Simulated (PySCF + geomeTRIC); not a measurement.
Species: C$_{2}$H$_{6}$BCl, SMILES `CB(C)Cl` (charge 0, multiplicity 1).

**Question.** Give a relaxed geometry from ωB97X-D3(BJ)/def2-TZVP (PySCF + geomeTRIC).

**Answer.** the end point of this relaxation (outside a Z-matrix the atoms follow the SMILES, hydrogens last).
Cartesian coordinates (Å) in one orientation:
```xyz
10

C     -1.308    -0.376    -0.384
B     -0.127     0.419     0.262
C      1.378     0.012     0.129
Cl    -0.514     1.870     1.204
H     -2.183     0.239    -0.601
H     -1.622    -1.132     0.349
H     -1.003    -0.921    -1.281
H      1.779     0.549    -0.742
H      1.985     0.306     0.986
H      1.508    -1.054    -0.073
```
